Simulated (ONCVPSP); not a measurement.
Configuration tests for oxygen (ONCV)

```
Element                 : O (Z = 8)
Generator               : ONCVPSP 4.0.1
Type                    : optimised norm-conserving Vanderbilt (ONCV)
Functional              : PBEsol
Relativity              : scalar-relativistic
Frozen core             : [He]
Valence charge          : 6
Reference configuration : 2s2 2p3.75 (charge +0.25)
Partial waves           : 2s: rc 0.70 bohr, ncon 4, nbas 8, qcut 11.7 1/bohr, 2 projectors, debl 3.2 Ha; 2p: rc 2.15 bohr, ncon 3, nbas 6, qcut 5.4 1/bohr, 2 projectors, debl 0.4 Ha; d scattering state at 0.08 Ha: rc 2.00 bohr, ncon 4, nbas 7, qcut 5.1 1/bohr, 2 projectors, debl 1.3 Ha
Local potential         : polynomial inside 0.65 bohr (lpopt 3, dvloc0 2 Ha)
Core correction         : Teter function, parameters optimised by the program
```

In the p channel the program set the typed energies aside and used -0.458, 0.250 Ha.

Energies are relative to the spin-unpolarised reference configuration 2s2 2p3.75; without spin polarisation the order of configurations can differ from experiment.

(1) Give the all-electron excitation energy and the error of the potential for: 2s2 2p4; 2s2 2p3; 2s2 2p2; 2s0 2p6.

Levels in the configuration 2s2 2p3:

```tsv
level	all-electron (eV)	pseudo (eV)
2s	-39.483	-39.302
2p	-24.362	-23.862
```

Note: no bound ghost flagged; GHOST(+) flagged for d at 102.0 eV.

## Answers

(1)

```tsv
valence configuration	charge	ΔE all-electron (eV)	error AE − PS (meV)
2s2 2p4	0	-2.675	+9.4
2s2 2p3	+1	13.685	+155
2s2 2p2	+2	47.163	+1347
2s0 2p6	0	27.073	-150
```
